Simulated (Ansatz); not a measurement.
A set of 12 reactions (ligand exchange), with CCSD(T)/CBS values in kJ/mol:

| reaction | ΔE |
| --- | --- |
| `C[CH2][Al]([NH2])[F]` + HCl → `[NH2][Al]([F])[Cl]` + `CC` | -171.4 |
| `[AlH2][SiH2][GeH3]` + `BO` → `BO[SiH2][GeH3]` + `[AlH3]` | -59.8 |
| `[SiH3][SiH]1BC1` + `N1[SiH2]P1` → `[SiH3]N1[SiH2]P1` + `B1C[SiH2]1` | -61.5 |
| `N[SiH2]BF` + `BO` → `BOBF` + `N[SiH3]` | -155.7 |
| `B[SiH](C)B[SiH3]` + `O[SiH2][GeH2][F]` → `BO[SiH2][GeH2][F]` + `C[SiH2]B[SiH3]` | -150.8 |
| `C=C([SiH3])[SiH2]O` + `O[SiH2]F` → `O[SiH2]O[SiH2]F` + `C=C[SiH3]` | -119.0 |
| `C[O][AlH][GeH3]` + `[OH][GeH3]` → `[GeH3][O][GeH3]` + `C[O][AlH2]` | 1.4 |
| `[NH2][V](=[O])([OH])[Cl]` + NH₃ → `[NH2][V]([NH2])(=[O])[OH]` + HCl | 66.2 |
| `BCC(B)C` + `F[SiH2][SeH]` → `B[Se][SiH2]F` + `BC(C)C` | -65.8 |
| `CB([SiH3])S` + `O[SiH3]` → `CB(S)O[SiH3]` + SiH₄ | -133.6 |
| `C[O][Sn][OH]` + H–F → `C[O][Sn][F]` + H₂O | -45.1 |
| `C[O][GeH2][OH]` + HCl → `C[O][GeH2][Cl]` + H₂O | -40.5 |

Isolated molecules relaxed with PBE0-D4/def2-TZVP in Ansatz; ΔE leaves out vibrations. CCSD(T)/CBS adds triple-zeta CCSD(T) − MP2 to the extrapolated MP2 energy (def2 sets, frozen cores). This one scheme is used for every species. DFT in def2-TZVPP. B3LYP here is the variant with VWN-RPA as its local correlation; programs differ in this. def2 core potentials past Kr. For Ge, Se, Sn, V outer-core shells are correlated without core-valence functions, which leaves a few kJ/mol of doubt a bond. Scalar relativity is left out up to krypton. One conformer a species, not always the lowest.

(1) Give the mean, mean absolute and largest difference (level minus CCSD(T)/CBS, kJ/mol) for: PBE-D4, B3LYP-D4, ωB97X-V, B2PLYP, PBE, PBE0, HF/def2-TZVPP, SCS-MP2/def2-TZVPP, CCSD/def2-TZVPP, HF/def2-QZVPP, SCS-MP2/def2-QZVPP, HF/CBS(def2), MP2/CBS(def2), CCSD/CBS(def2). (An estimate is asked.)

The largest T1 diagnostic in the set is 0.033, for `[NH2][V](=[O])([OH])[Cl]` (customary mark 0.02).

CCSD(T)/CBS is a level of theory with its own doubt, and the functionals carry their triple-zeta basis error, so these figures describe this set and don't rank the functionals.

Answers

(1) Computed: 
| level | mean | mean absolute | largest |
| --- | --- | --- | --- |
| PBE-D4 | 12.8 | 13.4 | 24.8 |
| B3LYP-D4 | -2.0 | 2.8 | -8.1 |
| ωB97X-V | -0.4 | 2.4 | -5.4 |
| B2PLYP | -2.8 | 5.5 | 12.7 |
| PBE | 12.3 | 13.1 | 26.8 |
| PBE0 | 7.4 | 8.4 | 19.8 |
| HF/def2-TZVPP | -20.4 | 20.9 | -49.1 |
| SCS-MP2/def2-TZVPP | -4.3 | 8.9 | 19.3 |
| CCSD/def2-TZVPP | -2.6 | 3.8 | -7.8 |
| HF/def2-QZVPP | -21.5 | 22.0 | -47.6 |
| SCS-MP2/def2-QZVPP | -4.8 | 8.3 | 18.5 |
| HF/CBS(def2) | -21.6 | 22.2 | -47.4 |
| MP2/CBS(def2) | -0.6 | 6.4 | 22.1 |
| CCSD/CBS(def2) | -2.9 | 2.9 | -7.1 |
